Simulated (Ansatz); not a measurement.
Ansatz (an electronic-structure program) input:

Ansatz 0.2 input:
```yaml
crystal:
  periodic: [false, false, false]
  atoms:
    - {symbol: Si, position_ang: [-0.81529844, -0.42457073, -0.43167941]}
    - {symbol: C, position_ang: [-1.69616817, 1.20470600, -1.05335459]}
    - {symbol: C, position_ang: [-1.90122223, -0.66086785, 1.17518479]}
    - {symbol: N, position_ang: [0.65574951, 0.34316377, 0.34573055]}
    - {symbol: Si, position_ang: [2.24419145, -0.16833822, 0.06851668]}
    - {symbol: H, position_ang: [-2.71925854, 0.99729374, -1.39017010]}
    - {symbol: H, position_ang: [-1.15583139, 1.64448741, -1.89803600]}
    - {symbol: H, position_ang: [-1.75522452, 1.96596569, -0.25927287]}
    - {symbol: H, position_ang: [-2.93169716, -0.93601216, 0.91902239]}
    - {symbol: H, position_ang: [-1.49688033, -1.45783383, 1.80781077]}
    - {symbol: H, position_ang: [-1.94296408, 0.25925771, 1.77950217]}
    - {symbol: H, position_ang: [0.52804783, 1.12196207, 0.98570233]}
    - {symbol: H, position_ang: [2.72162704, -0.07056817, -1.34517124]}
    - {symbol: H, position_ang: [3.18744751, 0.68695498, 0.86668005]}
    - {symbol: H, position_ang: [2.55432722, -1.57595741, 0.46711592]}
basis:
  gaussian:
    orbitals: def2-SVP
hamiltonian:
  xc: {name: PBE0}
total_charge: -1
```

Problem. What final total energy does it print?

Solution. -715.31225 Eh (PBE0/def2-SVP). The basis has 128 functions.

It need not be the lowest isomer of its formula. Whether it binds its extra electron was not tested at this geometry.
